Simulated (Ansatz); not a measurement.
Start from `[CH3][Al]([F])[NH][SiH3]` and change one atom or group to get `C[CH2][Al]([CH3])[F]`.

Ansatz, PBE0-D4/def2-TZVP geometries, multiplicity 1. Each molecule was computed in one conformer, which needn't be the lowest.

```tsv
property	`[CH3][Al]([F])[NH][SiH3]`
HOMO energy (ωB97M-V/def2-TZVPP) / eV	-10.08
HOMO energy (PBE0/def2-TZVPP) / eV	-7.77
size of the dipole moment (ωB97M-V/def2-TZVPP) / D	0.80
HOMO–LUMO gap (PBE0/def2-TZVPP) / eV	7.45
HOMO–LUMO gap (B3LYP/def2-TZVPP) / eV	6.95
LUMO energy (PBE0/def2-TZVPP) / eV	-0.32
```

**Question.** Give the same properties after the change, and the shifts. (Best estimate.)

**Answer.** Ansatz gave: 
```tsv
property	`C[CH2][Al]([CH3])[F]`	shift
HOMO energy (ωB97M-V/def2-TZVPP) / eV	-9.73	0.35
HOMO energy (PBE0/def2-TZVPP) / eV	-7.52	0.25
size of the dipole moment (ωB97M-V/def2-TZVPP) / D	1.80	1.00
HOMO–LUMO gap (PBE0/def2-TZVPP) / eV	7.23	-0.22
HOMO–LUMO gap (B3LYP/def2-TZVPP) / eV	6.78	-0.17
LUMO energy (PBE0/def2-TZVPP) / eV	-0.29	0.03
```

Dipoles are sizes alone; their direction can turn.

B3LYP here is the variant with VWN-RPA as its local correlation; programs differ in this.
